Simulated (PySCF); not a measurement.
C3H9ClOSi. Atoms are numbered in the order given.

```xyz
15

C      2.8448    -1.0623    -0.4598
O      1.4739    -0.7646    -0.4578
C      0.9641    -0.4277     0.8124
Si    -0.8674     0.0040     0.6093
C     -1.7182    -1.2939    -0.4292
Cl    -1.0186     1.8586    -0.3421
H      3.4531    -0.2012    -0.1164
H      3.1351    -1.3102    -1.4912
H      3.0793    -1.9272     0.1939
H      1.5141     0.4251     1.2636
H      1.0636    -1.2752     1.5283
H     -1.4788     0.1516     1.9599
H     -2.7533    -1.0096    -0.6711
H     -1.1541    -1.4279    -1.3647
H     -1.7340    -2.2580     0.1057
```

Geometry: B3LYP-D3(BJ)/def2-SVP. The structure was generated by enumeration; whether it is a known compound was not checked. The values are those of a single conformer.

All values below come from PBE0/def2-TZVP (PySCF).

Isolated molecule, no solvent.

The total energy is -944.29670 hartree and the highest occupied level is -7.70 eV. The lowest empty level is 0.80 eV, the orbital gap comes out as 8.50 eV and the dipole moment is 2.49 D. The quadrupole, principal values (traceless, Buckingham form, about the centre of nuclear charge) is -4.22, -1.39, 5.61 D·Å and the mean static polarisability comes out as 79.0 bohr³ (11.71 Å³). The polarisability, principal values comes out as 71.8, 79.0, 86.3 bohr³.
